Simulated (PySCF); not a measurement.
This PySCF input asks for the NMR shieldings of SMILES COC(=O)CCOB(F)F, C4H7BF2O3; the geometry comes from GFN2-xTB.

```python
import basis_set_exchange as bse
import numpy as np
from pyscf import gto, dft
from pyscf.prop import nmr

atoms = """
C     3.375568   -0.337543    0.062593
O     2.111858   -0.145019    0.690170
C     1.074643    0.078548   -0.118309
O     1.147939    0.106174   -1.316786
C    -0.191414    0.295567    0.684960
C    -1.419746    0.324024   -0.221470
O    -2.562321    0.741505    0.513542
B    -3.462339   -0.071609    1.025557
F    -4.474150    0.418456    1.714964
F    -3.438227   -1.394283    0.899614
H     3.743953    0.609525   -0.335831
H     4.044046   -0.710762    0.833662
H     3.287209   -1.054518   -0.755428
H    -0.278375   -0.490738    1.436442
H    -0.103604    1.249530    1.210204
H    -1.275236    1.055571   -1.020530
H    -1.586804   -0.662397   -0.663804
"""
names = dict.fromkeys(["C", "O", "B", "F", "H"], "pcSseg-1")
basis = {el: gto.basis.parse(bse.get_basis(n, elements=[el], fmt="nwchem")) for el, n in names.items()}
mol = gto.M(atom=atoms, basis=basis, charge=0, verbose=0)
mf = dft.RKS(mol, xc="PBE0")
mf.grids.level = 2
mf.grids.alignment = dft.numint.BLKSIZE   # the property module wants whole blocks of grid points
mf.conv_tol = 1e-9
mf.kernel()

calc = nmr.RKS(mf)   # GIAO
C = mf.mo_coeff
Co = C[:, mf.mo_occ > 0]
resp = mf.gen_response(singlet=True, hermi=2)
def vind(x):   # induced exchange potential for any number of trial vectors
    d = np.einsum("pi,xij,qj->xpq", C, 2 * x.reshape(-1, C.shape[1], Co.shape[1]), Co, optimize=True)
    return np.einsum("xpq,pi,qj->xij", resp(d - d.transpose(0, 2, 1)), C, Co, optimize=True).ravel()
mo1, _ = nmr.rhf.solve_mo1(calc, with_cphf=vind)
sigma = calc.kernel(mo1)
for i, s in enumerate(sigma):   # ppm
    print("%2d %-2s %9.2f" % (i, mol.atom_pure_symbol(i), np.trace(s) / 3))
```

Q: What does it print?

A: 
```
 0 C     133.31
 1 O     145.62
 2 C      10.04
 3 O    -100.60
 4 C     148.00
 5 C     121.90
 6 O     244.49
 7 B      87.59
 8 F     304.96
 9 F     313.10
10 H      28.02
11 H      27.95
12 H      27.39
13 H      29.10
14 H      28.93
15 H      27.23
16 H      27.28
```

These numbers come from an equivalent density-fitted implementation of the same equations, which agrees with the script to about 0.01 ppm for H and up to a few tenths of a ppm for heavy atoms, so last digits may differ.

Size and cost of the density-fitted run: 205 basis functions, 39 s wall time on 1 thread of an Arm Neoverse V1, shared host; peak memory 0.9 GiB.
